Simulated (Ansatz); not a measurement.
Name a neutral molecule of C, Ge, N, O and H with HOMO energy (PBE0/def2-TZVPP) between -8.05 and -7.75 eV and LUMO energy (PBE0/def2-TZVPP) between -0.10 and 0.20 eV (Ansatz, PBE0-D4/def2-TZVP geometry).

`[GeH3][CH]1N=CO1` (-8.03 eV, -0.08 eV). Other molecules can fit too; these were computed, each in one conformer that needn't be the lowest.
